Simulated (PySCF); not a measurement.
C2H10GeSi, SMILES C[SiH](C)[GeH3].

Geometry optimised at PBE0-D3(BJ)/def2-SVP. This is a generated structure with no PubChem entry under its InChIKey; it may be hypothetical.

Computed with TDA-CAM-B3LYP/def2-SVPD (PySCF).

Vertical excitations. Isolated molecule, no solvent. State labels are in the subgroup Cs.

Q: List the lowest excited states. (An estimate is asked for; the answer gives what the named calculation found.)

A: 
| state | symmetry | energy (eV) | λ (nm) | f | main pairs |
|---|---|---|---|---|---|
| S1 | A' | 7.12 | 174 | 0.041 | HOMO→LUMO 90 % |
| S2 | A" | 7.30 | 170 | 0.039 | HOMO→LUMO+2 87 % |
| S3 | A' | 7.35 | 169 | 0.132 | HOMO→LUMO+1 68 %, HOMO→LUMO+3 19 % |
| S4 | A' | 7.91 | 157 | 0.360 | HOMO→LUMO+3 68 %, HOMO→LUMO+1 22 % |
| S5 | A" | 8.12 | 153 | 0.002 | HOMO→LUMO+5 88 % |
| S6 | A" | 8.27 | 150 | 0.086 | HOMO−1→LUMO 51 %, HOMO−1→LUMO+1 33 % |
| S7 | A' | 8.41 | 147 | 0.128 | HOMO−2→LUMO 35 %, HOMO→LUMO+4 24 %, HOMO−2→LUMO+1 19 %, HOMO−1→LUMO+2 7 % |
| S8 | A' | 8.53 | 145 | 0.062 | HOMO→LUMO+6 42 %, HOMO→LUMO+7 24 %, HOMO−2→LUMO 9 %, HOMO−1→LUMO+2 8 % |
| S9 | A' | 8.53 | 145 | 0.034 | HOMO→LUMO+4 39 %, HOMO−2→LUMO 32 % |
| S10 | A" | 8.59 | 144 | 0.013 | HOMO−2→LUMO+2 70 % |
| T1 | A' | 6.47 | 192 | 0 | HOMO→LUMO+1 49 %, HOMO→LUMO+4 16 %, HOMO→LUMO 14 %, HOMO→LUMO+3 11 % |
| T2 | A" | 6.54 | 190 | 0 | HOMO→LUMO+2 77 %, HOMO→LUMO+8 12 % |
| T3 | A' | 6.79 | 183 | 0 | HOMO→LUMO 50 %, HOMO→LUMO+1 29 % |
| T4 | A' | 7.11 | 174 | 0 | HOMO→LUMO+3 62 %, HOMO→LUMO 23 % |
Triplets are in the Tamm–Dancoff approximation.
